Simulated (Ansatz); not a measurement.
Relaxation of a periodic cell of 17 atoms, CuSi16 (host Si, host structure diamond, interstitial Cu), to a largest force component of 0.03 eV/Å in at most 60 steps.

Computed with DFT PBEsol, scalar-relativistic, plane waves, PAW in Ansatz. Settings: PAW set soft_1, cutoff 420 eV, k mesh 2x2x2, gaussian smearing 0.02 eV, spin collinear.

```xyz
17
Lattice="0.0000 5.4300 5.4300 5.4300 0.0000 5.4300 5.4300 5.4300 0.0000" Properties=species:S:1:pos:R:3
Si 0.000 0.000 0.000
Si 1.357 1.357 1.357
Si 2.715 2.715 0.000
Si 4.072 4.072 1.357
Si 2.715 0.000 2.715
Si 4.072 1.357 4.072
Si 5.430 2.715 2.715
Si 6.787 4.072 4.072
Si 0.000 2.715 2.715
Si 1.357 4.072 4.072
Si 2.715 5.430 2.715
Si 4.072 6.787 4.072
Si 2.715 2.715 5.430
Si 4.072 4.072 6.787
Si 5.430 5.430 5.430
Si 6.787 6.787 6.787
Cu 8.158 8.204 8.130
```

Question: Where does it end, and by what steps?

Answer: It converged. The force dipped under the threshold on the way, but the program's further checks kept it going. Limits of this set-up: coarse k mesh, PAW files made for another functional. After 16 steps the energy has fallen by 0.114 eV; Cu17 moved furthest, 0.61 Å. Parted: Si3–Cu17 (2.73 → 3.18 Å), Si9–Cu17 (2.70 → 3.18 Å), Si11–Cu17 (2.77 → 3.18 Å).

```csv
step,energy less start (eV),largest force component (eV/Å),accepted
0,0.0000,0.495,yes
1,-0.0399,0.189,yes
2,-0.0464,0.060,yes
3,-0.0477,0.036,yes
4,-0.0422,0.117,no
5,-0.0488,0.020,yes
6,-0.0489,0.024,yes
7,-0.0490,0.014,yes
8,-0.0491,0.005,yes
9,-0.0492,0.005,yes
10,-0.0498,0.024,yes
11,-0.0547,0.069,yes
12,-0.0770,0.184,yes
13,-0.0995,0.147,yes
14,-0.0734,0.478,no
15,-0.1130,0.036,yes
16,-0.1140,0.015,yes
```

```xyz
17
Lattice="0.0000 5.4300 5.4300 5.4300 0.0000 5.4300 5.4300 5.4300 0.0000" Properties=species:S:1:pos:R:3
Si 0.121 -0.117 0.120
Si 1.430 1.322 1.429
Si 2.691 2.742 0.058
Si 4.112 4.004 1.429
Si 2.793 -0.003 2.791
Si 4.199 1.235 4.198
Si 5.438 2.641 2.792
Si 6.748 4.116 4.182
Si 0.058 2.743 2.690
Si 1.430 4.004 4.110
Si 2.691 5.375 2.690
Si 3.941 6.922 3.940
Si 2.793 2.641 5.436
Si 4.183 4.117 6.745
Si 5.306 5.561 5.303
Si 6.749 6.681 6.747
Cu 7.774 8.521 7.772
```

Run time: 2.5 min on 2 threads of Arm Neoverse V2, on a shared host, peak memory 0.72 GiB.
